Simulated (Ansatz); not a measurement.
Relaxation of F3H4OPZr (10 atoms, charge 0, multiplicity 1), to a largest force component of 0.03 eV/Å in at most 50 steps.

Computed with RHF/def2-SVP in Ansatz 0.2.0.

```xyz
10
Properties=species:S:1:pos:R:3
Zr -0.121 0.065 0.009
O -0.305 0.013 2.000
H -0.544 0.205 2.890
F 1.683 0.335 -0.549
F -1.094 1.558 -0.650
F -0.879 -1.465 -0.839
P 1.777 -2.876 1.427
H 0.746 -3.431 0.637
H 2.425 -2.206 0.365
H 1.026 -1.763 1.884
```

Q: Where does it end, and by what steps?

A: It converged. The force dipped under the threshold on the way, but the program's further checks kept it going. After 10 steps the energy has fallen by 0.283 eV; H10 moved furthest, 1.00 Å.

```csv
step,energy less start (eV),largest force component (eV/Å),accepted
0,0.0000,2.060,yes
1,-0.2025,0.316,yes
2,-0.2522,0.253,yes
3,-0.2675,0.133,yes
4,-0.2737,0.470,yes
5,-0.2806,0.082,yes
6,-0.2824,0.019,yes
7,-0.2826,0.060,yes
8,-0.2829,0.051,yes
9,-0.2833,0.026,yes
10,-0.2834,0.019,yes
```

```xyz
10
Properties=species:S:1:pos:R:3
Zr -0.338 0.341 -0.051
O -0.548 0.420 1.840
H -0.652 0.459 2.774
F 1.513 0.437 -0.518
F -1.250 1.809 -0.864
F -1.072 -1.288 -0.732
P 2.057 -3.381 1.320
H 0.880 -3.489 0.546
H 2.628 -2.338 0.556
H 1.496 -2.534 2.305
```

Whether the end is a true minimum wasn't checked by a vibrational analysis.

Time of the run: 28 s on 2 threads of Arm Neoverse V1 (shared host), peak memory 0.29 GiB.
